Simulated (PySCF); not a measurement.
A PySCF script (with the pyscf-properties extension) for the NMR shieldings of SMILES c1(C(=O)O)csc([O-])c1, [C$_{5}$H$_{3}$O$_{3}$S]-, on a GFN2-xTB geometry:

```python
import basis_set_exchange as bse
import numpy as np
from pyscf import gto, dft
from pyscf.prop import nmr

atoms = """
O    -2.442645    0.460973   -0.773801
C    -1.562004   -0.135366   -0.174866
O    -1.899196   -1.225243    0.578978
C    -0.157006    0.177716   -0.162123
C     0.342170    1.246355   -0.869118
S     2.039554    1.411679   -0.694753
C     2.122505   -0.102019    0.444609
O     3.202849   -0.454655    0.895789
C     0.829132   -0.551037    0.552032
H    -2.856592   -1.349518    0.503646
H    -0.211959    1.933557   -1.477710
H     0.594389   -1.413126    1.151290
"""
names = dict.fromkeys(["O", "C", "S", "H"], "pcSseg-1")
basis = {el: gto.basis.parse(bse.get_basis(n, elements=[el], fmt="nwchem")) for el, n in names.items()}
mol = gto.M(atom=atoms, basis=basis, charge=-1, verbose=0)
mf = dft.RKS(mol, xc="PBE0")
mf.grids.level = 2
mf.grids.alignment = dft.numint.BLKSIZE   # the property module wants whole blocks of grid points
mf.conv_tol = 1e-9
mf.kernel()

calc = nmr.RKS(mf)   # GIAO
C = mf.mo_coeff
Co = C[:, mf.mo_occ > 0]
resp = mf.gen_response(singlet=True, hermi=2)
def vind(x):   # induced exchange potential for any number of trial vectors
    d = np.einsum("pi,xij,qj->xpq", C, 2 * x.reshape(-1, C.shape[1], Co.shape[1]), Co, optimize=True)
    return np.einsum("xpq,pi,qj->xij", resp(d - d.transpose(0, 2, 1)), C, Co, optimize=True).ravel()
mo1, _ = nmr.rhf.solve_mo1(calc, with_cphf=vind)
sigma = calc.kernel(mo1)
for i, s in enumerate(sigma):   # ppm
    w = np.linalg.eigvalsh((s + s.T) / 2)
    print("%2d %-2s iso %8.1f  s11 %8.1f  s22 %8.1f  s33 %8.1f" % (i, mol.atom_pure_symbol(i), w.mean(), *w))
```

**Question.** What does it print?

**Answer.** 
```
 0 O  iso    -40.3  s11   -217.0  s22   -168.8  s33    264.9
 1 C  iso     16.2  s11    -74.1  s22     49.7  s33     72.9
 2 O  iso    129.1  s11     10.1  s22    112.6  s33    264.8
 3 C  iso     59.2  s11    -16.9  s22     56.4  s33    137.9
 4 C  iso     67.3  s11    -22.0  s22     77.6  s33    146.1
 5 S  iso    269.4  s11      8.5  s22    336.0  s33    463.7
 6 C  iso      0.6  s11    -63.2  s22     14.1  s33     51.0
 7 O  iso     -5.0  s11   -227.9  s22    -13.1  s33    226.2
 8 C  iso    106.5  s11     64.4  s22    111.8  s33    143.4
 9 H  iso     27.0  s11     22.6  s22     24.3  s33     34.3
10 H  iso     25.4  s11     22.4  s22     26.5  s33     27.3
11 H  iso     27.0  s11     23.3  s22     28.3  s33     29.3
```

These numbers come from an equivalent density-fitted implementation of the same equations, which agrees with the script to about 0.01 ppm for H and up to a few tenths of a ppm for heavy atoms, so last digits may differ.

**Question.** Turn these shieldings into chemical shifts. Scale: 17O (336.08 ppm) against H2O; TMS for 13C (186.93 ppm) and 1H (31.72 ppm); CS2 for 33S (503.73 ppm) (reference shieldings calculated alike).

**Answer.** Averaging equivalent atoms: O 0: 376.4; O 7: 341.0; O 2: 206.9; C 6: 186.3; C 1: 170.8; C 3: 127.8; C 4: 119.7; C 8: 80.4; S 5: 234; H 10: 6.31; H 11: 4.73; H 9: 4.68 ppm. Unscaled 17O shifts of doubly bonded oxygen tend to come out too high, by tens of ppm or more. Experimental scales use liquid or dissolved standards, which lie at an offset from isolated H2O (liquid H2O: subtract about 36 ppm).

Size and cost of the density-fitted run: 175 basis functions, 32 s wall time on 1 thread of an Arm Neoverse V1, shared host; peak memory 0.78 GiB.
